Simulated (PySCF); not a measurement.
**How methods differ on the excitation energy of Ar(2+)**

Ar(2+) [Ne] 3s2 3p4 (3P) → Ar(2+) [Ne] 3s2 3p3 4s1 (5S), as a difference of total energies. Computed with PySCF 2.14 in aug-cc-pCVTZ-DK with one added diffuse shell each of s, p, d, f type (9s8p6d4f, 91 functions), with scalar relativity by spin-free X2C-1e. Correlated levels: valence: [Ne] frozen. The calculations carry no spin-orbit coupling.

| method | excitation energy (cm⁻¹) |
| --- | --- |
| UHF | 168280 |
| MP2 (valence) | 170930 |
| SCS-MP2 (valence) | 172980 |
| CCSD (valence) | 171940 |
| CCSD(T) (valence) | 171850 |

A first-order spin-orbit estimate (lowest level to lowest level, LS coupling) adds 0.063 eV.

The promoted electron is Rydberg-like, and one or two diffuse shells describe it only roughly, which tends to raise the upper state.
